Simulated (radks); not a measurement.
Q: Valence configurations of Mn III (all share [Ar]). Method: non-relativistic Kohn-Sham, LDA (Slater exchange, Perdew-Wang correlation), spin-polarised, spherical densities, point nucleus; open shells are filled with parallel spins first; computed with a radial shooting solver on a logarithmic mesh with Libxc functionals. Order these by energy: 3d2 4s0.5 4p2.5; 3d4.5 4p0.5; 3d5; 3d2.5 4p2.5; 3d3 4p2; 3d4 4p1; 3d2 4s2 4p1; 3d4 4s1; 3d4.5 4s0.5; 3d2.5 4s0.5 4p2.

A: From the lowest, in eV above it: 3d5 0.000; 3d4.5 4s0.5 3.547; 3d4.5 4p0.5 6.452; 3d4 4s1 7.969; 3d4 4p1 13.996; 3d3 4p2 32.937; 3d2.5 4s0.5 4p2 41.119; 3d2.5 4p2.5 44.522; 3d2 4s2 4p1 45.898; 3d2 4s0.5 4p2.5 54.087. NIST lists [Ar] 3d5 as the ground configuration; this level of theory agrees among the configurations tried. The energies are those of spherical high-spin densities, not of single terms.
